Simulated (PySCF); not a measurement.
Te (tellurium, neutral) across methods

[Kr] 4d10 5s1 5p4 5d1, one real determinant (an excited configuration). Computed with PySCF 2.14 in aug-cc-pwCVDZ-PP with ECP28MDF (6s5p4d1f, 48 functions), with a scalar-relativistic core potential.

| method | E (hartree) | mean ε 5p α (eV) | mean ε 5p β (eV) | mean ε 5d α (eV) | Σ⟨r²⟩ (bohr²) | ⟨S²⟩ |
| --- | --- | --- | --- | --- | --- | --- |
| r2SCAN | -267.4732 | -9.233 | -6.818 | 0.693 | 66.66 | 6.007 |
| BP86 | -267.4922 | -8.783 | -6.958 | 0.621 | 66.75 | 6.002 |
| LDA | -266.9520 | -8.790 | -6.921 | 0.790 | 66.74 | 6.002 |
| M06-L | -267.5245 | -8.774 | -6.585 | 0.737 | 66.81 | 6.005 |
| M06 | -267.4112 | -9.627 | -7.453 | 0.245 | 66.46 | 6.003 |
| PBE | -267.3562 | -8.686 | -6.746 | 0.701 | 66.72 | 6.002 |
| wB97M-V | -267.3304 | -12.126 | -9.389 | -1.214 | 66.70 | 6.004 |
| UHF | -266.41977 | -13.361 | -8.301 | -1.513 | 67.57 | 6.018 |

Task: Estimate the same row for PBE0.

Result: E (hartree) = -267.3780; mean ε 5p α (eV) = -10.014; mean ε 5p β (eV) = -7.467; mean ε 5d α (eV) = 0.055; Σ⟨r²⟩ (bohr²) = 66.64; ⟨S²⟩ = 6.004.

⟨L²⟩ = 8.00 against 12 for a pure F term, so this real determinant mixes terms. Energies and moments cover only the electrons outside the core potential. The outer electron is Rydberg-like, and this basis confines it to a smaller radius and binds it less than a complete one would.

The highest occupied level is positive at r2SCAN, BP86, PBE0, LDA, M06-L, M06, PBE: only the finite basis holds that electron, which in a density functional comes from self-interaction.
